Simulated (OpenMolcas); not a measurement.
# Nd3+: effect of the metal basis and ligand basis

Nd3+ with 6 ligands (fluoride) in octahedral coordination (Oh) at 2.29 Å. A charge of +0.5 e stands 2.4 Å behind each ligand.

| Item | Value |
| --- | --- |
| Program | OpenMolcas 26.06 |
| Method | CASSCF |
| Spin-orbit coupling | RASSI with atomic mean-field integrals over the reference wave functions |

Fixed: active space 3 electrons in 7 orbitals (4f), DKH2 Hamiltonian.

States (labels of O, the rotations of Oh). Energies in cm-1 above the lowest state or level, χT in cm3 K/mol.

| Run | Metal basis | Ligand basis | Ground state | First state of that spin | First gap with spin-orbit (degeneracies) | Width of lowest J | χT at 300 K | Cost |
| --- | --- | --- | --- | --- | --- | --- | --- | --- |
| A | ANO-RCC-VDZP | ANO-RCC-VDZP | 4A2 | 4T2 181.1 | 126.4 (4, 2) | 386 | 1.556 | roughly 22 core-seconds |
| B | ANO-RCC-VTZP | ANO-RCC-VTZP | 4A2 | 4T2 193.4 | 134.0 (4, 2) | 418 | 1.538 | roughly 110 core-seconds |

Against A, the width of the lowest J multiplet changes by +8.3 % in B.

Costs are those of the RASSCF and RASSI steps.

High states are left out of the spin-orbit mixing, which shifts the levels that they would mix with. Without dynamic correlation the ligand-field splitting of an f shell can come out too small, at times by half. No measured value stands beside these numbers; the geometry is a model, was not optimised and need not be the one that this ion takes.
